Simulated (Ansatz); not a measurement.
Abridged output of a molecular run in Ansatz:

```
Functional definition: HF
1454 factors; integrals over basis functions are off by at most 1.0e-3 eV
mean field evaluation 1: about -130224.1937 eV, gradient 5.3e1 eV
mean field evaluation 2: about -130224.4317 eV, gradient 5.3e1 eV
mean field evaluation 4: about -130229.9389 eV, gradient 4.7e0 eV
mean field evaluation 8: about -130230.0383 eV, gradient 6.9e-1 eV
mean field evaluation 16: about -130230.0403 eV, gradient 2.2e-6 eV
mean field -130230.04033228 eV, -4785.8657091194 hartree, gradient 2.2e-6 eV, S^2 0.000000; 0 other end points of the search recorded, 0 dependent functions left out
25 core orbitals not correlated: weight in the atoms' cores, before any rotation towards them, 1.000 or more for the frozen orbitals, at most 0.000 for the correlated occupied ones
reference -130230.04033228 eV, -4785.8657091194 hartree; 25, 25 occupied and 178, 178 virtual orbitals, 1454 factors
second order -31.88430196 eV of doubles, -0.00000000 eV of singles
cycle   1  -31.06272085 eV  change    8.2e-1 eV  update   1.5e-1
cycle   2  -31.97692984 eV  change   -9.1e-1 eV  update   5.1e-2
cycle   3  -32.18762997 eV  change   -2.1e-1 eV  update   2.5e-2
cycle   4  -32.16250934 eV  change    2.5e-2 eV  update   6.7e-3
cycle   5  -32.15575195 eV  change    6.8e-3 eV  update   3.0e-3
cycle   6  -32.15820119 eV  change   -2.4e-3 eV  update   1.1e-3
cycle   7  -32.15811466 eV  change    8.7e-5 eV  update   4.7e-4
cycle   8  -32.15784824 eV  change    2.7e-4 eV  update   1.5e-4
cycle   9  -32.15789933 eV  change   -5.1e-5 eV  update   5.9e-5
cycle  10  -32.15793831 eV  change   -3.9e-5 eV  update   2.2e-5
perturbative correction -1.31090029 eV, -0.0481746973 hartree
Total energy: -130263.50917088 eV, -4787.0956662520 hartree
```

Its atoms:

```xyz
7

F     0.232    1.486   -1.918
Ge   -0.320    1.114   -0.322
O    -1.105   -0.519   -0.269
Ge    0.422   -0.837    0.677
Cl    1.771   -2.131   -0.353
H    -1.193    2.298    0.106
H     0.192   -1.411    2.079
```

**Question.** Which basis set was used?
A. def2-TZVPPD
B. def2-TZVPP
C. def2-SVPD
D. def2-QZVPP

**Answer.** B. It gives 228 functions.

**Question.** Write the keys of the input that set method, charge and spin (a neutral closed shell needs none for the last two).

**Answer.** 
```yaml
correlation: {method: ccsd_t}
```
